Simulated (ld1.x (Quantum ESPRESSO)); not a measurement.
# Mo: variants of one TM potential

Base potential:

- Element: Mo
- Generator: ld1.x (Quantum ESPRESSO) 7.5
- Type: norm-conserving Troullier–Martins (Kleinman–Bylander form)
- Functional: PBEsol
- Relativity: scalar-relativistic
- Frozen core: [Ar] 3d10
- Valence charge: 14
- Reference configuration: 4s2 4p6 4d5 5s0 5p1
- Partial waves: 4s (bound): rc 1.40 bohr; 4p (bound): rc 1.95 bohr; 4d (bound): rc 2.10 bohr
- Local potential: the d channel
- Core correction: Bessel-smoothed model core inside 1.40 bohr

Occupied shells without a wave of their own: 5p. They enter only through the test configuration that unscreens the potential, and ld1.x also counts them in the model core charge.

All-electron outer shells of the reference configuration (PBEsol, scalar-relativistic, ld1.x):

```csv
shell,level (eV),outermost node (bohr),outermost maximum (bohr)
3p,-380.29,0.17,0.38
3d,-222.31,–,0.32
4s,-65.67,0.51,0.99
4p,-39.84,0.52,1.08
4d,-5.04,0.53,1.38
5s,-5.02,1.34,2.89
5p,-1.75,1.54,3.95
```

Cutoffs, loose and tight: the cutoffs (Ry, on a coarse ladder) from which the occupation-weighted sum of valence levels, in a spherical-Bessel basis at the reference potential, stays within 10 and 1 mRy of its value at 400 Ry. They do not see the model core or the augmentation charge, which bear on the density cutoff. Test errors are all-electron minus pseudo excitation energies from the reference, over the configurations 4s2 4p6 4d5 5s1 5p0; 4s2 4p6 4d5 5s0 5p0; 4s2 4p6 4d4 5s0 5p0; 4s2 4p6 4d4 5s1 5p0; 4s2 4p6 4d2 5s0 5p0; 4s2 4p5 4d5 5s1 5p0; 4s2 4p6 4d3 5s0 5p0. A dash means not determined; rows that change the core or the reference have their own tests.

With those shells counted twice in exchange and correlation these files are broken, and their errors move erratically; no question is asked of them.

| change | outcome | cutoff, loose | cutoff, tight | bound ghosts | largest test error (meV) |
| --- | --- | --- | --- | --- | --- |
| base | generated | 70 Ry | 120 Ry | none | -548 |
| wave 4p (bound): rc 1.95 bohr becomes 4p (bound): rc 1.26 bohr | generated | 90 Ry | 140 Ry | none | -406 |
| wave 4p (bound): rc 1.95 bohr becomes 4p (bound): rc 1.48 bohr | generated | 80 Ry | 120 Ry | none | -433 |
| wave 4p (bound): rc 1.95 bohr becomes 4p (bound): rc 1.64 bohr | generated | 70 Ry | 120 Ry | none | -469 |
| wave 4p (bound): rc 1.95 bohr becomes 4p (bound): rc 1.94 bohr | generated | 70 Ry | 120 Ry | none | -548 |
| wave 4p (bound): rc 1.95 bohr becomes 4p (bound): rc 2.06 bohr | generated | 70 Ry | 120 Ry | none | -566 |
| wave 4p (bound): rc 1.95 bohr becomes 4p (bound): rc 2.28 bohr | generated | 70 Ry | 120 Ry | none | -570 |
| wave 4p (bound): rc 1.95 bohr becomes 4p (bound): rc 2.52 bohr | generated | 70 Ry | 120 Ry | none | -500 |
| wave 4p (bound): rc 1.95 bohr becomes 4p (bound): rc 2.68 bohr | generated | 70 Ry | 120 Ry | none | -372 |
| wave 4p (bound): rc 1.95 bohr becomes 4p (bound): rc 2.94 bohr | generated | 70 Ry | 120 Ry | none | +127 |

Reading the sweep of the p radius (base included, trends over the rows without a ghost): The loose cutoff falls from 90 Ry at 1.26 to 70 Ry at 2.94 bohr. A larger radius leaves more room for a smooth pseudo-wave, so fewer plane waves are needed; a smaller one forces it to follow the all-electron wave where it bends sharply. The median size of the test errors (rows with all tests solved) is not monotonic: lowest 93.5 meV at 2.94 bohr, highest 192.4 meV at 2.28 bohr.
